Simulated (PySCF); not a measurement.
PySCF 2.14 output of an unrestricted LDA calculation on a single atom or ion in dyall-av3z, with scalar relativity by spin-free X2C-1e:

```
SCF conv_tol = 1e-09
number electrons alpha = 18  beta = 14
    P. A. M. Dirac.,  Math. Proc. Cambridge Philos. Soc. 26, 376 (1930)
    F. Bloch.,  Z. Phys. 57, 545 (1929)
    S. H. Vosko, L. Wilk, and M. Nusair.,  Can. J. Phys. 58, 1200 (1980)
cycle= 1 E= -2256.71785800183  delta_E= -0.0403  |g|= 0.169  |ddm|= 0.176
cycle= 2 E= -2256.7160223433  delta_E= 0.00184  |g|= 0.241  |ddm|= 0.0653
cycle= 3 E= -2256.72039679236  delta_E= -0.00437  |g|= 0.00869  |ddm|= 0.0322
cycle= 4 E= -2256.72040455873  delta_E= -7.77e-06  |g|= 0.00128  |ddm|= 0.0021
cycle= 5 E= -2256.72040471856  delta_E= -1.6e-07  |g|= 2.54e-05  |ddm|= 0.000362
cycle= 6 E= -2256.72040471877  delta_E= -2.13e-10  |g|= 7.63e-06  |ddm|= 3.13e-05
converged SCF energy = -2256.72040471877  <S^2> = 6.0010711  2S+1 = 5.0004284
```

The run itself started from symmetry-adapted Hartree-Fock orbitals and held the occupation by maximum overlap, on a logarithmic radial grid, so the iterations belong to that start.

Question: Which element, charge and spin multiplicity is this?

Answer: As⁺ (arsenic, charge +1), multiplicity 5; the state was [Ar] 3d10 4s1 4p3, high-spin 5S determinant (an excited configuration).
